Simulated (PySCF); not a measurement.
Cl₂Ge, triplet, at a GFN2-xTB geometry (the spin is typed, not shown lowest). Base run: TPSS/def2-SVP run with PySCF.

The PySCF input:
```python
from pyscf import gto, scf, dft

mol = gto.M(
    atom='''
Ge   -0.000369   -0.008595    0.641623
Cl    1.143597    1.442268   -0.584010
Cl   -1.142902   -1.426089   -0.623751
''',
    basis='def2-svp',
    charge=0,
    spin=2,
    verbose=4,
)

mf = dft.UKS(mol)
mf.xc = 'tpss'
mf.kernel()
```

The base run was repeated with changes; each row names its change, and settings that it needs were set with it.

| change | ΔE vs base (µEh) | SCF cycles | <S^2> |
|---|---|---|---|
| base | 0.0 | 10 | 2.003 |
| level_shift = 0.5 (with mf.max_cycle = 100) | 0.0 | 35 | 2.003 |
| level_shift = 0.1 (with mf.max_cycle = 100) | 0.0 | 14 | 2.003 |
| diis_space = 2 | 0.0 | 14 | 2.003 |
| conv_tol_grad = 1e-7 | 0.0 | 15 | 2.003 |
| conv_tol = 1e-7 | 0.0 | 9 | 2.003 |
| conv_tol_grad = 1e-3 | 0.0 | 10 | 2.003 |
| diis_space = 4 | 0.0 | 12 | 2.003 |
| diis = off; damp = 0.6 (with mf.diis_start_cycle = 200; with mf.max_cycle = 150) | 0.0 | 21 | 2.003 |
| conv_tol = 1e-6 | 0.0 | 8 | 2.003 |
| init_guess = atom | 0.0 | 10 | 2.003 |
| init_guess = sap | 0.0 | 11 | 2.003 |
| conv_tol = 1e-12 | 0.0 | 24 | 2.003 |

Open shells are given as the SCF converged; they aren't shown to be the lowest states, and a large step between rows can be another state.
